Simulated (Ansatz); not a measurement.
Molecule: CCl2F, net charge 0, doublet state. It need not be the lowest isomer of its formula. SMILES: F[C](Cl)Cl
Geometry: optimised at B3LYP-D3(BJ)/def2-TZVP (Ansatz, an electronic-structure program).

Parts of the frozen-core correlation energy in STO-3G (Ansatz, hartree). Frozen orbitals: 12; correlated occupied orbitals by spin: 13 and 12; virtual: 3 and 4. Open shells are spin-unrestricted. Spin-orbit coupling is left out. No relativistic terms.

```
term                             value
-------------------------  -----------
reference (HF)             -1044.53989
MP2 opposite-spin                    ?
MP2 same-spin                        ?
CCSD correlation                     ?
(T)                           -0.00335
T1 diagnostic                    0.012
largest doubles amplitude        0.043
<S^2> of the reference           0.758
```

### Question
Fill in the missing entries.

### Answer

- MP2 opposite-spin, value: -0.06137
- MP2 same-spin, value: -0.01461
- CCSD correlation, value: -0.09548
